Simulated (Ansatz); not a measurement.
## Which method gave which barrier?

Saddle point of CH9GeN, singlet (GeNH₅ ([NH2][GeH3]) + CH₄ → CH₆Ge ([CH3][GeH3]) + NH₃; bonds formed: Ge1–C7, N2–H6; bonds broken: Ge1–N2, H6–C7), PBE0-D4/def2-TZVP structure:

Ge1  (0.206, -0.576, -1.043)
N2  (1.339, 0.475, 0.233)
H3  (1.432, -0.942, -1.962)
H4  (-0.311, -1.942, -0.574)
H5  (-0.673, 0.307, -1.933)
H6  (0.315, 0.574, 0.730)
C7  (-1.256, 0.202, 0.840)
H8  (2.033, -0.064, 0.742)
H9  (1.770, 1.313, -0.144)
H10  (-1.487, 1.211, 1.212)
H11  (-1.268, -0.479, 1.699)
H12  (-2.099, -0.078, 0.201)
(Å)

Ansatz 0.2.0; basis: def2-TZVPP, with def2-QZVPP for the basis limit; cores frozen in the correlated methods. Filled d shells of the heavier atoms are correlated. The def2 sets are not built for correlating such inner shells, so the correlated values are less sure here. B3LYP uses VWN-RPA correlation. Extrapolation: Hartree–Fock as exp(−7.88 √X), correlation as X^−2.97. Four methods, as single points on the PBE0-D4 structures, gave these electronic barriers from the start structure: 194.2, 254.7, 261.0, 328.2 kJ/mol.

**Question.** The methods were, in alphabetical order, B3LYP-D4, CCSD(T), HF, SPW92. Which gave which? (A judgement: the text doesn't fix the answer.)

**Answer.** The calculation gives: SPW92 194.2; B3LYP-D4 254.7; CCSD(T) 261.0; HF 328.2 kJ/mol. For comparison, CCSD(T) at an estimated basis limit (MP2 extrapolated from triple and quadruple zeta, plus CCSD(T) − MP2 in triple zeta) gives 264.7 kJ/mol.

The T1 diagnostic stays at or below 0.012.

Labels in which every atom is bracketed show which atoms are joined, not bond orders.

For scale, one of the runs: CCSD(T)/def2-TZVPP, 236 basis functions (an equivalent command: `ansatz run in.yaml --threads 4`). Time: 2.2 min of wall clock on 4 CPU threads; the host was shared. Peak host memory: 4.4 GiB.
